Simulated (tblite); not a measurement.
Compound: C2H8ClSi2 (doublet state).
Z-matrix (Å and degrees, GFN2-xTB geometry), rows numbered from 1:
```
Si
C   1  1.9338
C   2  1.4635  1  111.89
Si  3  1.8575  2  126.44  1   -91.41
Cl  3  1.7225  2  115.28  1    76.94
H   1  1.4636  2  107.43  3  -179.40
H   1  1.4613  2  107.90  3    60.81
H   1  1.4604  2  108.67  3   -59.97
H   2  1.0920  1  107.04  3   122.41
H   2  1.0894  1  108.54  3  -120.58
H   4  1.4638  3  108.49  2  -144.65
H   4  1.4646  3  106.34  2   -24.33
H   4  1.4711  3  112.95  2    95.23
```

Method: GFN2-xTB as coded in tblite; computed harmonic values from a numerical Hessian at the method's own geometry, unscaled. Errors from tens to a few hundred cm⁻¹ against measured bands are possible. Modes of hydrogen on silicon can be 10 to 20 % off. One conformer, not necessarily the lowest. Open shells enter through the occupations alone, without spin polarisation, and single modes of such species can be off by tens of per cent.

Harmonic wavenumbers (cm⁻¹): 52.3, 68.8, 109.7, 116.3, 188.2, 281.6, 313.7, 488.7, 505.3, 519.8, 538.3, 595.6, 675.7, 750.0, 756.1, 759.8, 774.9, 780.2, 801.2, 809.4, 907.5, 1127.4, 1168.0, 1233.7, 1440.8, 2179.3, 2245.6, 2253.0, 2266.2, 2289.3, 2298.5, 2946.4, 2987.7.

A = 2716, B = 1590, C = 1133 MHz; mass 122.985 u (most abundant isotopes); point group C1, symmetry number 1; spin multiplicity 2.

Task: Zero-point energy?

Result: ½Σν̃ = 17614 cm⁻¹ = 50.36 kcal/mol.

Task: What is S at 500 K and 1 bar for an ideal gas of classical rigid rotors and harmonic oscillators?

Result: Translation 42.93, rotation 30.12, vibration 42.11, spin (R ln 2) 1.38: S = 116.5 cal/(mol K).

Task: And Cp and H(500 K) − H(0)?

Result: Cp = 45.56 cal/(mol K), of which vibrations give 37.61 (their classical limit is 33 R = 65.6); H(500 K) − H(0) = 14.47 kcal/mol without the zero-point energy, 10.50 from vibrations.

Task: Blend soft modes into free rotors: weight 1/[1 + (100 cm⁻¹/ν̃)⁴] for the oscillator and the rest for a rotor with moment μB/(μ + B), μ = h/(8π²ν), B = 10⁻⁴⁴ kg m². What vibrational entropy results?

Result: 38.50 cal/(mol K) in place of 42.11, which changes −T·S at 500 K by +1.80 kcal/mol.

Task: What must be added to the electronic energy to get the Gibbs energy at 500 K and 1 bar?

Result: ZPE + [H(500 K) − H(0)] − T·S = 50.36 + 14.47 − 58.26 = 6.57 kcal/mol.

Hindered rotation and anharmonicity are outside this model. Other conformers, if any are populated, would add a mixing term that is left out. The structure is chiral; the term R ln 2 for an equal mix with its mirror image is left out.

The run took 0.46 s of wall time on an AMD EPYC 7B13 with one thread, no GPU, shared host with 64 logical CPUs at a one-minute load of 6.6. The figure is for the frequency step alone.
